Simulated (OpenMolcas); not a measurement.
Ar3+.

| Quantity | Value |
| --- | --- |
| Program | OpenMolcas 26.06 |
| Basis | ANO-R1 [4s3p1d] |
| Scalar Hamiltonian | X2C, finite nucleus |
| Active space | 3 electrons in 3 orbitals (3p) |
| State averaging | 2S+1 = 4 odd, 1 root; 2S+1 = 2 odd, 8 roots |
| Spin-orbit coupling | state interaction with AMFI integrals over the reference wave functions, term energies averaged over their components |

Two sets of levels on these reference wave functions, in cm-1 above 3s2 3p3 4S* 3/2: one from CASSCF and one from SS-CASPT2, IPEA 0.25 Eh, imaginary shift 0.1 Eh (closed shells correlated: 2s 2p 3s).

```tsv
Level	Set 1	Set 2
3s2 3p3 4S* 3/2	0.0	0.0
3s2 3p3 2D* 3/2	25790	23760
3s2 3p3 2D* 5/2	25890	23890
3s2 3p3 2P* 1/2	43030	38660
3s2 3p3 2P* 3/2	43180	38820
```

**Question.** Which set is which?

**Answer.** Set 2 is SS-CASPT2. Its levels of the other terms of 3s2 3p3 lie at 0.90 to 0.92 of the other set's values, as expected, since terms of lower spin or lower L gain more correlation energy than the Hund ground term. Against 4 measured levels (Saloman, J. Phys. Chem. Ref. Data 39, 033101 (2010)) the mean absolute deviation is 3200 cm-1 with it and 6400 cm-1 without; single levels miss by up to 3800 cm-1 with it.

CASPT2 does not keep the components of a term degenerate, so their means are used; among the terms shown or strongly mixed into the levels shown the widest spread is 220 cm-1 (3s2 3p3 2D*, SS-CASPT2). With the s shell closed, the reference lacks s² → p² mixing. The basis is small and was not contracted for so high a charge. Computed and measured levels are paired by configuration, term and J; levels that our copy of the source lacks, or whose pairing is in doubt (as where it misses far off the trend of its configuration), stay unpaired and out of the deviations. Levels of configurations outside the active space are missing.

* marks odd parity.
